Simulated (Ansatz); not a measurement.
One change: `C=C[SiH2][SiH2]O` becomes `C=C[SiH2]S`.

Ansatz, PBE0-D4/def2-TZVP geometries, multiplicity 1. Each molecule was computed in one conformer, which needn't be the lowest.

```tsv
property	`C=C[SiH2][SiH2]O`
HOMO–LUMO gap (B3LYP/def2-TZVPP) / eV	6.46
size of the dipole moment (ωB97M-V/def2-TZVPP) / D	1.06
LUMO energy (B3LYP/def2-TZVPP) / eV	-0.83
HOMO energy (B3LYP/def2-TZVPP) / eV	-7.29
HOMO–LUMO gap (ωB97M-V/def2-TZVPP) / eV	10.77
LUMO energy (PBE0/def2-TZVPP) / eV	-0.64
```

(1) What does the change do to each property? (Best estimate.)

Answers

(1) Computed: 
```json
{"property": "HOMO–LUMO gap (B3LYP/def2-TZVPP) / eV", "`C=C[SiH2]S`": "6.13", "shift": "-0.33"}
{"property": "size of the dipole moment (ωB97M-V/def2-TZVPP) / D", "`C=C[SiH2]S`": "1.77", "shift": "0.71"}
{"property": "LUMO energy (B3LYP/def2-TZVPP) / eV", "`C=C[SiH2]S`": "-0.99", "shift": "-0.16"}
{"property": "HOMO energy (B3LYP/def2-TZVPP) / eV", "`C=C[SiH2]S`": "-7.13", "shift": "0.16"}
{"property": "HOMO–LUMO gap (ωB97M-V/def2-TZVPP) / eV", "`C=C[SiH2]S`": "10.84", "shift": "0.07"}
{"property": "LUMO energy (PBE0/def2-TZVPP) / eV", "`C=C[SiH2]S`": "-0.79", "shift": "-0.15"}
```

With PBE0 the HOMO rises by 0.12 eV and the LUMO falls by 0.15 eV, so the gap narrows by about 0.27 eV. PBE moves the HOMO by 0.24 eV and ωB97M-V by 0.00 eV. Dipoles are sizes alone; their direction can turn.

B3LYP here is the variant with VWN-RPA as its local correlation; programs differ in this.
